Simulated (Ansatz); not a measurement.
C7H16O (`CCCCC(O)CC`), relaxed with RKS PBE-D4/def2-SVP in Ansatz 0.2.0 from a rough embedded geometry. The force threshold is 0.03 eV/Å; the program also tests the step.

Total charge 0; spin multiplicity 1.

Start:

```xyz
24

C    -1.886    2.949    0.159
C    -0.885    1.853   -0.185
C    -1.498    0.465   -0.012
C    -0.551   -0.671   -0.403
C     0.564   -0.900    0.619
O    -0.062   -1.252    1.840
C     1.538   -2.003    0.178
C     2.403   -1.612   -1.014
H    -2.759    2.887   -0.488
H    -2.219    2.849    1.190
H    -1.438    3.933    0.036
H    -0.553    1.976   -1.219
H    -0.011    1.956    0.460
H    -2.394    0.399   -0.634
H    -1.799    0.322    1.026
H    -1.123   -1.598   -0.474
H    -0.109   -0.459   -1.376
H     1.135    0.033    0.757
H     0.617   -1.434    2.498
H     2.193   -2.235    1.025
H     0.967   -2.904   -0.053
H     3.140   -2.388   -1.209
H     1.802   -1.484   -1.910
H     2.928   -0.681   -0.815
```

Question: How much energy does the relaxation release, and in how many steps? (Best estimate.)

Answer: Ansatz gave: 14.40 kJ/mol, in 11 steps.

Question: Which bonds change most? (Best estimate.)

Answer: The calculation gave: C1–H10 from 1.088 to 1.111 Å; C1–H9 from 1.088 to 1.111 Å; C8–H24 from 1.088 to 1.111 Å; C8–H23 from 1.086 to 1.109 Å.

Question: Give the relaxed structure. (Estimate.)

Answer: The calculation gave: 
```xyz
24

C    -1.994    2.940    0.263
C    -0.924    1.877    0.009
C    -1.502    0.464   -0.129
C    -0.478   -0.621   -0.485
C     0.647   -0.792    0.539
O     0.024   -0.958    1.812
C     1.575   -1.978    0.230
C     2.365   -1.860   -1.074
H    -2.730    2.980   -0.569
H    -2.563    2.722    1.192
H    -1.554    3.953    0.370
H    -0.349    2.135   -0.910
H    -0.188    1.893    0.843
H    -2.296    0.470   -0.909
H    -2.001    0.182    0.822
H    -1.000   -1.598   -0.589
H    -0.021   -0.398   -1.473
H     1.272    0.140    0.533
H     0.736   -1.082    2.466
H     2.288   -2.076    1.081
H     0.961   -2.906    0.238
H     3.082   -2.697   -1.187
H     1.701   -1.875   -1.963
H     2.948   -0.915   -1.111
```
